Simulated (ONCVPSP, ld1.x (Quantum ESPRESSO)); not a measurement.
## Potentials for F (Z = 9) compared

Generated with ld1.x 7.5 (TM, RRKJ, ultrasoft, PAW), atompaw 4.2 or ONCVPSP 4.0.1. The cutoff is in Ry: for ld1.x and atompaw files where the sum of valence levels is converged to 10 mRy in a Bessel basis, for ONCV files where the hardest occupied wave has 1 mHa per electron of residual kinetic energy. The error is the largest all-electron minus pseudo excitation energy over each file’s own four to seven test configurations (ionisations up to +4, promotions, holes and added fractions of an electron), all of which were solved. The labels leave out finer settings (local radius, basis sizes, second energies), which also bear on the numbers. Spin-polarised tests are not counted. The rows are a selection from randomly drawn settings: files with unsolved tests, undetermined cutoffs or missed reference levels are left out.

| potential | cutoff (Ry) | largest error (meV) | bound ghosts |
| --- | --- | --- | --- |
| PAW, PBE, scalar-relativistic, rc 0.80/1.20 (sp), local smoothed, core correction yes, reference 2s2 2p5 | 50 | -39 | none |
| ONCV, PBEsol, scalar-relativistic, rc 0.80/1.85 (sp), local smoothed, core correction yes, reference 2s2 2p5, qcut 9.8/7.6, projectors 1/2 | 93 | +3102 | none |
| ONCV, PBE, non-relativistic, rc 0.80/1.20 (sp), local smoothed, core correction yes, reference 2s2 2p3, qcut 10.4/10.2, projectors 1/2 | 92 | +337 | none |
| ONCV, PBEsol, scalar-relativistic, rc 0.85/1.35/1.25 (spd), local s, core correction no, reference 2s2 2p4.5, qcut 7.9/9.1/6.5, projectors 0/2/2 | 415 | +196 | none |
| ONCV, PBE, scalar-relativistic, rc 0.40/1.90/2.00 (spd), local smoothed, core correction no, reference 1s2 2s2 2p5, qcut 38/7.5/4.4, projectors 2/2/1 | 1068 | +3374 | none |
| RRKJ, LDA (PZ), non-relativistic, rc 0.60/0.95 (sp), local s, core correction yes, reference 2s2 2p5 | 180 | +647 | none |
| ONCV, PBE, scalar-relativistic, rc 0.75/1.70 (sp), local smoothed, core correction yes, reference 2s1.75 2p5.25, qcut 10.3/8.6, projectors 2/2 | 105 | +5551 | none |

Question: Fill in the row for F: ultrasoft, LDA (PZ), scalar-relativistic, rc 0.75/1.50 (sp), local smoothed, core correction no, reference 2s2 2p5.

Answer: cutoff 50 Ry, largest error +236 meV, bound ghosts: none.

Question: Fill in the row for F: TM, PBEsol, non-relativistic, rc 0.75/0.85 (sp), local smoothed, core correction no, reference 2s2 2p3.5.

Answer: cutoff 180 Ry, largest error +277 meV, bound ghosts: none.
